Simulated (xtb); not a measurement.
H$_{4}$NSi (SMILES [NH][SiH3]), doublet, at a GFN2-xTB geometry; GFN1-xTB with ALPB(chcl3) (xtb).

xtb was given this input:
```
$ xtb mol.xyz --gfn 1 --uhf 1 --alpb chcl3 --json

# file mol.xyz
6

N      1.07284404    -0.47233394    -0.03757332
Si    -0.46623376     0.17659403     0.02505938
H      1.90814349     0.00985181    -0.32564380
H     -0.91969709    -0.03779712     1.41254787
H     -1.29533293    -0.71428448    -0.80899513
H     -0.67574904     1.57625096    -0.36572701
```

Output, abridged:

```
   ID    Z sym.   atoms
    1    7 N      1
    2   14 Si     2
    3    1 H      3-6

           -------------------------------------------------
          |                Calculation Setup                |
           -------------------------------------------------

           -------------------------------------------------
          |                 G F N 1 - x T B                 |
           -------------------------------------------------

      * Solvation model:               ALPB
        Solvent                        chcl3
        Parameter file                 internal GFN1-xTB/ALPB
        Dielectric constant                4.8100E+00
        Reference state                gsolv [1 M gas/solution]
        Free energy shift                  2.8899E-03 Eh       1.8134E+00 kcal/mol
        Temperature                        2.9815E+02 K
        Density                            1.4900E+00 kg/L
        Solvent mass                       1.1938E+02 g/mol
        Interaction kernel             P16
        Born radius scaling (c1)           1.4984E+00
        Born radii integrator          GBOBC
        Born offset                        0.0000E+00 a0       0.0000E+00 AA
        H-bond correction              false
        Ion screening                  false
        Surface tension                    1.0000E-05 Eh       1.5569E+01 dyn/cm
        Grid points                               230 per atom

          ...................................................
          :                      SETUP                      :
          :.................................................:
          :  # basis functions                  22          :
          :  # atomic orbitals                  21          :
          :  # shells                           13          :
          :  # electrons                        13          :
          :  # halogen bonds                     0          :
          :  max. iterations                   250          :
          :  Hamiltonian                  GFN1-xTB          :
          :  restarted?                      false          :
          :  GBSA solvation                   true          :
          :  PC potential                    false          :
          :  electronic temp.          300.0000000     K    :
          :  accuracy                    1.0000000          :
          :  -> integral cutoff          0.2500000E+02      :
          :  -> integral neglect         0.1000000E-07      :
          :  -> SCF convergence          0.1000000E-05 Eh   :
          :  -> wf. convergence          0.2000000E-04 e    :
          :  Broyden damping             0.4000000          :
          :  net charge                          0          :
          :  unpaired electrons                  1          :
          ...................................................

 iter      E             dE          RMSdq      gap      omega  full diag
   1     -7.2099853 -0.720999E+01  0.552E+00    6.24       0.0  T
   2     -7.2315533 -0.215680E-01  0.337E+00    6.95       1.0  T
   3     -7.2312374  0.315927E-03  0.110E+00    6.58       1.0  T
   4     -7.2329230 -0.168559E-02  0.327E-01    6.83       1.0  T
   5     -7.2332233 -0.300310E-03  0.105E-01    6.76       1.0  T
   6     -7.2332645 -0.411901E-04  0.480E-02    6.77       1.0  T
   7     -7.2332751 -0.106167E-04  0.853E-04    6.78      47.9  T
   8     -7.2332751 -0.242927E-08  0.446E-04    6.78      91.6  T
   9     -7.2332751 -0.688615E-09  0.372E-05    6.78    1098.8  T
  10     -7.2332751 -0.297184E-11  0.217E-05    6.78    1878.3  T

   *** convergence criteria satisfied after 10 iterations ***

         :::::::::::::::::::::::::::::::::::::::::::::::::::::
         ::                     SUMMARY                     ::
         :::::::::::::::::::::::::::::::::::::::::::::::::::::
         :: total energy              -7.168473405934 Eh    ::
         :: total w/o Gsasa/hb        -7.167676990584 Eh    ::
         :: gradient norm              0.024272635750 Eh/a0 ::
         :: HOMO-LUMO gap              6.781937822276 eV    ::
         ::.................................................::
         :: SCC energy                -7.233275090798 Eh    ::
         :: -> electrostatic           0.015462276759 Eh    ::
         :: -> Gsolv                  -0.003995562244 Eh    ::
         ::    -> Gelec               -0.003199146894 Eh    ::
         ::    -> Gsasa               -0.003686268100 Eh    ::
         ::    -> Ghb                  0.000000000000 Eh    ::
         ::    -> Gshift               0.002889852750 Eh    ::
         :: repulsion energy           0.065949801203 Eh    ::
         :: dispersion energy         -0.001148116339 Eh    ::
         :: halogen bond corr.         0.000000000000 Eh    ::
         :: add. restraining           0.000000000000 Eh    ::
         :: total charge              -0.000000000000 e     ::
         :::::::::::::::::::::::::::::::::::::::::::::::::::::

           -------------------------------------------------
          |                Property Printout                |
           -------------------------------------------------

    * Orbital Energies and Occupations

         #    Occupation            Energy/Eh            Energy/eV
      -------------------------------------------------------------
         1        2.0000           -0.7367130             -20.0470
         2        2.0000           -0.6120640             -16.6551
         3        2.0000           -0.5197655             -14.1435
         4        2.0000           -0.4764388             -12.9646
         5        2.0000           -0.4676521             -12.7255
         6        1.9988           -0.4392883             -11.9536
         7        1.0012           -0.4265834             -11.6079 (HOMO)
         8                         -0.1773517              -4.8260 (LUMO)
         9                         -0.1677138              -4.5637
        10                         -0.1519649              -4.1352
        11                         -0.0993999              -2.7048
        12                         -0.0622816              -1.6948
        13                         -0.0611186              -1.6631
        14                         -0.0492270              -1.3395
        15                          0.0027428               0.0746
        16                          0.0153341               0.4173
        17                          0.3870647              10.5326
        18                          0.3982177              10.8361
       ...                                ...                  ...
        21                          1.3752599              37.4227
      -------------------------------------------------------------
                  HL-Gap            0.2492316 Eh            6.7819 eV
             Fermi-level           -0.3674517 Eh           -9.9989 eV

  Mulliken/CM5 charges         n(s)   n(p)   n(d)
     1N    -0.38674 -0.62758   1.548  3.839  0.000
     2Si    0.27809  0.06801   1.209  1.848  0.665
     3H     0.24121  0.43448   0.759  0.000  0.000
     4H    -0.03188  0.05414   1.032  0.000  0.000
     5H    -0.03188  0.05414   1.032  0.000  0.000
     6H    -0.06881  0.01681   1.069  0.000  0.000

Wiberg/Mayer (AO) data.
largest (>0.10) Wiberg bond orders for each atom

 ---------------------------------------------------------------------------
     #   Z sym  total        # sym  WBO       # sym  WBO       # sym  WBO
 ---------------------------------------------------------------------------
     1   7 N    2.733 --     2 Si   1.636     3 H    0.901
     2  14 Si   4.357 --     1 N    1.636     6 H    0.937     4 H    0.871
                             5 H    0.871
     3   1 H    0.945 --     1 N    0.901
     4   1 H    0.989 --     2 Si   0.871
     5   1 H    0.989 --     2 Si   0.871
     6   1 H    0.990 --     2 Si   0.937
 ---------------------------------------------------------------------------

Topologies differ in total number of bonds
Writing topology from bond orders to xtbtopo.mol

 dipole moment from electron density (au)
     X       Y       Z
   0.0661   0.6081  -0.1964  total (Debye):    1.633

           -------------------------------------------------
          | TOTAL ENERGY               -7.168473405934 Eh   |
          | GRADIENT NORM               0.024272635750 Eh/α |
          | HOMO-LUMO GAP               6.781937822276 eV   |
           -------------------------------------------------

normal termination of xtb
```
